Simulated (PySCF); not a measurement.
PySCF input for Zn(Cl)(SeH) (ClHSeZn), SMILES [Cl][Zn][SeH], TDA-M06-2X/def2-SVPD. Geometry: PBE0-D3(BJ)/def2-SVP. The values are those of a single conformer.

```python
import numpy as np
from pyscf import gto, scf, dft, tdscf

mol = gto.M(
    atom='''
    Zn   -0.00845752    0.53569105   -0.00000000
    Cl    0.00834610    2.64441313    0.00000000
    Se   -0.03889209   -1.74270901    0.00000000
    H     1.43417283   -1.77364857    0.00000000
    ''',
    basis='def2-SVPD',
    charge=0,
    spin=0,
    symmetry=True,
    max_memory=1600,
    verbose=4,
)
mf = dft.RKS(mol, xc='m06-2x').density_fit(auxbasis='def2-universal-jkfit')
mf.grids.level = 4
mf.conv_tol = 1e-9
mf.max_cycle = 100
mf.kernel()
mf.grids = dft.Grids(mol).set(level=2).build(with_non0tab=True)  # coarser grid for the response kernel
td = tdscf.TDA(mf)
td.singlet = True
td.nstates = 10
td.conv_tol = 1e-4
td.kernel(x0=td.get_init_guess(mf, 15))
td.analyze()
tt = tdscf.TDA(mf)
tt.singlet = False
tt.nstates = 4
tt.conv_tol = 1e-4
tt.kernel(x0=tt.get_init_guess(mf, 9))
tt.analyze(verbose=3)
```

Output:

```
PySCF version 2.14.0

[INPUT] verbose = 4
[INPUT] num. atoms = 4
[INPUT] num. electrons = 82
[INPUT] charge = 0
[INPUT] spin (= nelec alpha-beta = 2S) = 0
[INPUT] symmetry True subgroup None
[INPUT] Mole.unit = angstrom
[INPUT] Symbol           X                Y                Z      unit          X                Y                Z       unit  Magmom
[INPUT]  1 Zn    -0.008457520000   0.535691050000   0.000000000000 AA   -0.015982396493   1.012309371881   0.000000000000 Bohr   0.0
[INPUT]  2 Cl     0.008346100000   2.644413130000   0.000000000000 AA    0.015771843208   4.997216575904   0.000000000000 Bohr   0.0
[INPUT]  3 Se    -0.038892090000  -1.742709010000   0.000000000000 AA   -0.073495398512  -3.293242743712   0.000000000000 Bohr   0.0
[INPUT]  4 H      1.434172830000  -1.773648570000   0.000000000000 AA    2.710193863992  -3.351710038526   0.000000000000 Bohr   0.0

nuclear repulsion = 454.555146341349
point group symmetry = Cs
symmetry origin: [-2.99590727e-09 -4.60908815e-09  0.00000000e+00]
symmetry axis x: [ 1.00000000e+00 -1.07661336e-09  0.00000000e+00]
symmetry axis y: [1.07661336e-09 1.00000000e+00 0.00000000e+00]
symmetry axis z: [0. 0. 1.]
num. orbitals of irrep A' = 76
num. orbitals of irrep A" = 34
number of shells = 42
number of NR pGTOs = 214
number of NR cGTOs = 110
basis = def2-SVPD
ecp = {}


[settings echo left out]
init E= -4640.0057616757
HOMO (A") = -0.299443605467062  LUMO (A') = -0.0658144244765504  gap/eV = 6.35737
cycle= 1 E= -4641.11732905895  delta_E= -1.11  |g|= 0.399  |ddm|= 2.63
HOMO (A") = -0.302182795936488  LUMO (A') = -0.0524752193817442  gap/eV = 6.79489
cycle= 2 E= -4641.12243809256  delta_E= -0.00511  |g|= 0.462  |ddm|= 1.41
HOMO (A") = -0.312746998678095  LUMO (A') = -0.0382588301809674  gap/eV = 7.46920
cycle= 3 E= -4641.16872171674  delta_E= -0.0463  |g|= 0.0422  |ddm|= 0.649
HOMO (A") = -0.313648532022645  LUMO (A') = -0.0365756490373403  gap/eV = 7.53954
cycle= 4 E= -4641.16904758648  delta_E= -0.000326  |g|= 0.0142  |ddm|= 0.0627
HOMO (A") = -0.312914353121579  LUMO (A') = -0.0360146810280382  gap/eV = 7.53482
cycle= 5 E= -4641.16910639379  delta_E= -5.88e-05  |g|= 0.00438  |ddm|= 0.0228
HOMO (A") = -0.312881169510474  LUMO (A') = -0.0359848236949132  gap/eV = 7.53473
cycle= 6 E= -4641.16911026652  delta_E= -3.87e-06  |g|= 0.000861  |ddm|= 0.00592
HOMO (A") = -0.312814746213424  LUMO (A') = -0.0359564987129106  gap/eV = 7.53370
cycle= 7 E= -4641.16911058582  delta_E= -3.19e-07  |g|= 0.000203  |ddm|= 0.00237
HOMO (A") = -0.312857886755264  LUMO (A') = -0.0359665838837993  gap/eV = 7.53460
cycle= 8 E= -4641.16911059944  delta_E= -1.36e-08  |g|= 5.72e-05  |ddm|= 0.000561
HOMO (A") = -0.312845279939263  LUMO (A') = -0.0359669610831581  gap/eV = 7.53424
cycle= 9 E= -4641.16911060069  delta_E= -1.25e-09  |g|= 1.97e-05  |ddm|= 0.000126
HOMO (A") = -0.312847217172749  LUMO (A') = -0.0359660414624079  gap/eV = 7.53432
cycle= 10 E= -4641.16911060083  delta_E= -1.44e-10  |g|= 3.71e-06  |ddm|= 3.81e-05
HOMO (A") = -0.312847100047216  LUMO (A') = -0.0359662498730602  gap/eV = 7.53431
Extra cycle  E= -4641.16911060083  delta_E=    0  |g|= 2.42e-06  |ddm|= 1e-05
converged SCF energy = -4641.16911060083
tot grids = 43232


******** <class 'pyscf.tdscf.rks.TDA'> for <class 'pyscf.df.df_jk.DFSymAdaptedRKS'> ********
nstates = 10 singlet
deg_eia_thresh = 1.000e-03
wfnsym = None
conv_tol = 0.0001
eigh lindep = 1e-12
eigh level_shift = 0
eigh max_cycle = 100


Excitation energies (eV)
[4.71188545 5.16347449 5.91081446 5.98039853 6.50713626 6.54783862
 6.7971284  7.15742403 7.19496824 7.1949906 ]

** Singlet excitation energies and oscillator strengths **
Excited State   1:   A"      4.71189 eV    263.13 nm  f=0.0307
      41 -> 42        0.68750
      41 -> 48        0.10328
Excited State   2:   A"      5.16347 eV    240.12 nm  f=0.0013
      41 -> 43       -0.66797
      41 -> 45       -0.15601
      41 -> 46        0.11674
Excited State   3:   A"      5.91081 eV    209.76 nm  f=0.0077
      41 -> 43       -0.19847
      41 -> 45        0.51901
      41 -> 46       -0.40971
Excited State   4:   A'      5.98040 eV    207.32 nm  f=0.0027
      40 -> 42       -0.32113
      41 -> 44        0.61503
Excited State   5:   A'      6.50714 eV    190.54 nm  f=0.0226
      39 -> 42        0.67411
      39 -> 45        0.10908
Excited State   6:   A"      6.54784 eV    189.35 nm  f=0.0395
      38 -> 42       -0.67931
      38 -> 45       -0.10987
Excited State   7:   A'      6.79713 eV    182.41 nm  f=0.1569
      40 -> 42        0.37631
      40 -> 43       -0.52926
      40 -> 45       -0.16718
      41 -> 44        0.13112
Excited State   8:   A"      7.15742 eV    173.22 nm  f=0.0000
      38 -> 43        0.68890
Excited State   9:   A"      7.19497 eV    172.32 nm  f=0.0089
      41 -> 45       -0.43044
      41 -> 46       -0.50148
      41 -> 47        0.13638
      41 -> 48       -0.13573
Excited State  10:   A'      7.19499 eV    172.32 nm  f=0.2562
      39 -> 43       -0.39515
      40 -> 42       -0.32318
      40 -> 43       -0.36777
      41 -> 44       -0.17678

** Transition electric dipole moments (AU) **
state          X           Y           Z        Dip. S.      Osc.
  1         0.0000      0.0000      0.5159      0.2662      0.0307
  2         0.0000      0.0000      0.0998      0.0100      0.0013
  3        -0.0000     -0.0000     -0.2310      0.0534      0.0077
  4        -0.0523      0.1246     -0.0000      0.0183      0.0027
  5         0.3720     -0.0602     -0.0000      0.1420      0.0226
  6         0.0000     -0.0000     -0.4960      0.2460      0.0395
  7        -0.1567      0.9580      0.0000      0.9424      0.1569
  8        -0.0000     -0.0000     -0.0131      0.0002      0.0000
  9         0.0000      0.0000      0.2249      0.0506      0.0089
 10        -0.2439     -1.1806     -0.0000      1.4532      0.2562

** Transition velocity dipole moments (imaginary part, AU) **
state          X           Y           Z        Dip. S.      Osc.
  1         0.0000      0.0000      0.0740      0.0055      0.0211
  2         0.0000      0.0000      0.0571      0.0033      0.0114
  3        -0.0000     -0.0000     -0.0861      0.0074      0.0227
  4        -0.0081     -0.0180     -0.0000      0.0004      0.0012
  5         0.0938     -0.0009     -0.0000      0.0088      0.0245
  6         0.0000     -0.0000     -0.1190      0.0142      0.0392
  7         0.0071      0.2152     -0.0000      0.0464      0.1238
  8        -0.0000     -0.0000     -0.0044      0.0000      0.0001
  9         0.0000      0.0000      0.0633      0.0040      0.0101
 10        -0.0082     -0.2325      0.0000      0.0541      0.1364

** Transition magnetic dipole moments (imaginary part, AU) **
state          X           Y           Z
  1         0.3755     -0.0450     -0.0000
  2         0.2324      0.3562     -0.0000
  3        -0.2699     -0.2371      0.0000
  4        -0.0000      0.0000      0.0895
  5         0.0000      0.0000      0.7091
  6         0.6412      0.0092      0.0000
  7         0.0000      0.0000      0.1973
  8         0.0155     -0.0111     -0.0000
  9         0.0471     -0.0692     -0.0000
 10        -0.0000     -0.0000      0.4422


******** <class 'pyscf.tdscf.rks.TDA'> for <class 'pyscf.df.df_jk.DFSymAdaptedRKS'> ********
nstates = 4 triplet
deg_eia_thresh = 1.000e-03
wfnsym = None
conv_tol = 0.0001
eigh lindep = 1e-12
eigh level_shift = 0
eigh max_cycle = 100


Excitation energies (eV)
[4.41171677 4.94963694 5.46113571 5.67001783]

** Triplet excitation energies and oscillator strengths **
Excited State   1:   A"      4.41172 eV    281.03 nm  f=0.0000
Excited State   2:   A"      4.94964 eV    250.49 nm  f=0.0000
Excited State   3:   A'      5.46114 eV    227.03 nm  f=0.0000
Excited State   4:   A"      5.67002 eV    218.67 nm  f=0.0000
```

The calculation finished and met its thresholds.
